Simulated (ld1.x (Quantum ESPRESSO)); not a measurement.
Lu: excitation energies, all-electron against TM

ld1.x (Quantum ESPRESSO) 7.5 input, shortened:

```
&input
   title='Lu', zed=71., rel=1, dft='PZ', iswitch=3,
   config='[Xe] 4f14 5d1 6s2 6p0'
 /
 &inputp
   pseudotype=2, tm=.true., lloc=2,
   nlcc=.false.
 /
4
6S  1  0   2.00   0.00  3.00  3.00  0.0
5P  2  1   6.00   0.00  1.55  1.55  0.0
4F  4  3  14.00   0.00  0.70  0.70  0.0
5D  3  2   1.00   0.00  2.15  2.15  0.0
 &test
   configts(1)='4f14 5p6 5d1 6s2 6p0'
 /
```

Energies are relative to the spin-unpolarised reference configuration 4f14 5p6 5d1 6s2 6p0; without spin polarisation the order of configurations can differ from experiment. Not all tests gave a result: 4 of 9 tests not solved or not reliable. Left out of the table: 4f14 5p6 5d1 6s1 6p0 (solver errors, printed error -3.6 meV); 4f14 5p6 5d1 6s1 6p1 (solver errors, printed error -2.0 eV); 4f14 5p6 5d1 6s2 6p0 (spin-polarised) (solver errors, printed error +5.1 meV); 4f14 5p6 5d1 6s1 6p0 (spin-polarised) (solver errors, printed error +21 meV). The frozen-core shift is the all-electron ΔE with the core orbitals held at their reference shape minus the fully relaxed ΔE.

| valence configuration | charge | ΔE all-electron (eV) | error AE − PS (meV) | frozen-core shift (meV) |
| --- | --- | --- | --- | --- |
| 4f14 5p6 5d0 6s0 6p0 | +3 | 41.365 | +31 | +25 |
| 4f14 5p6 5d1 6s1.5 6p0 | +0.5 | 3.078 | -1.3 | n/a |
| 4f14 5p6 5d2 6s0 6p0 | +1 | 10.120 | -29 | +6.9 |
| 4f14 5p6 5d1.5 6s1.5 6p0 | 0 | 1.475 | -3.6 | n/a |

(1) What are ΔE and the potential's error for 4f14 5p6 5d1 6s0 6p0?

A Bessel basis up to 400 Ry misses an occupied level by 0.23 Ry, so cutoffs were not judged. Note: ghost states, extra bound levels that the all-electron valence spectrum of the same l lacks: s at -35.3 eV, p at -7.6 eV (other channels not judged).

## Answers

(1) ΔE = 21.153 eV all-electron; the error (AE − PS) is -13 meV.
